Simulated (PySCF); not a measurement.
# Worked example: oscillator strength and radiative lifetime

methylcyclobutane (C5H10), SMILES C1CC(C1)C.

Geometry optimised at PBE0-D3(BJ)/def2-SVP.

TDDFT-PBE/def2-SVPD (PySCF 2.14.0) puts the first singlet state with f over 0.02 at 7.35 eV (vertical), with the transition dipole (0.000, 0.000, -0.583) in atomic units.

Q: Find the oscillator strength, the wavelength and the radiative lifetime that this transition would have in vacuum if emission retraced absorption.

A: 
|μ|² = 0.3399 au, so |μ| = 1.48 D. ΔE = 7.35/27.211 = 0.2701 hartree. f = (2/3) ΔE |μ|² = 0.061 (the program prints 0.061).
λ = 1239.84/7.35 = 169 nm; ν = 59282 cm⁻¹.
Einstein's coefficient A = 0.6670 ν² f s⁻¹ (ν in cm⁻¹) = 1.4e8 s⁻¹, so τ = 1/A = 7.0 ns. This state is S2; the lower singlet has f = 0.000. The figure is the radiative limit of this one transition; relaxation, internal conversion, crossing to triplets and a medium change what is measured.
